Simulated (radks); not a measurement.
Q: The mean radii <r> (bohr) of the occupied orbitals of an atom or ion are listed with their occupations. Method: non-relativistic Kohn-Sham, exchange-only B88, spin-polarised, spherical densities, point nucleus; computed with a radial shooting solver on a logarithmic mesh with Libxc functionals.

| orbital | occ. | <r> |
|---|---|---|
| 1s up | 1 | 0.09141 |
| 1s down | 1 | 0.09141 |
| 2s up | 1 | 0.4466 |
| 2s down | 1 | 0.4463 |
| 2p up | 3 | 0.4076 |
| 2p down | 3 | 0.4072 |
| 3s up | 1 | 1.480 |
| 3p up | 3 | 1.681 |
| 3p down | 2 | 1.747 |
| 4p up | 1 | 7.206 |

Name the element and its charge. Open shells, if any, are filled with parallel spins first.

A: Z = 17, chlorine, charge 0: Cl in [Ne] 3s1 3p5 4p1. The 1s radius gives Z: for a bare nucleus <r> = 1.5/Z, 0.08824 bohr for Z = 17, and screening makes it slightly larger (0.09141 here). The occupations add up to 17, and the charge is Z minus that.
